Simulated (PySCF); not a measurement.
## MOF₂ across the 5d metals

Level: PBE0, basis family def2-SVP, scalar-relativistic core potentials from Rb on and no relativity for lighter atoms.

Each entry is the lowest minimum that a search over a few typed start shapes (and spin states, where more than one is plausible) found, or that minimum re-optimised at the stated level; isomers with ligand–ligand bonds, or fragments after loss of a ligand pair, can lie lower. Open shells are unrestricted; no spin–orbit coupling; PySCF with density fitting.

```json
{"molecule": "WOF₂", "2S+1": "1", "point group": "C2v", "mean bond to the central atom (Å)": "1.783", "distinct angles (°)": "134/113", "atomisation (kJ/mol)": "1816", "gap (eV)": "3.53", "dipole (D)": "1.41"}
{"molecule": "ReOF₂", "2S+1": "?", "point group": "?", "mean bond to the central atom (Å)": "?", "distinct angles (°)": "?", "atomisation (kJ/mol)": "?", "gap (eV)": "?", "dipole (D)": "?"}
{"molecule": "OsOF₂", "2S+1": "1", "point group": "C2v", "mean bond to the central atom (Å)": "1.773", "distinct angles (°)": "106/127", "atomisation (kJ/mol)": "1411", "gap (eV)": "3.70", "dipole (D)": "0.76"}
{"molecule": "IrOF₂", "2S+1": "2", "point group": "C2v", "mean bond to the central atom (Å)": "1.785", "distinct angles (°)": "119/120", "atomisation (kJ/mol)": "1243", "gap (eV)": "–", "dipole (D)": "0.20"}
{"molecule": "PtOF₂", "2S+1": "3", "point group": "C2v", "mean bond to the central atom (Å)": "1.836", "distinct angles (°)": "155/103", "atomisation (kJ/mol)": "978", "gap (eV)": "–", "dipole (D)": "0.63"}
```

Q: Fill in the row of ReOF₂.

A: 2S+1: 2; point group: C2v; mean bond to the central atom (Å): 1.780; distinct angles (°): 120/120; atomisation (kJ/mol): 1532; dipole (D): 0.26.

Spin–orbit coupling can matter for WOF₂, ReOF₂, OsOF₂, IrOF₂, PtOF₂.

Left out of the table are members whose search was unfinished or whose lowest solution was spin-contaminated, unstable, very soft or bonded differently.

Open d and f shells are single-determinant solutions and may miss the true ground state.
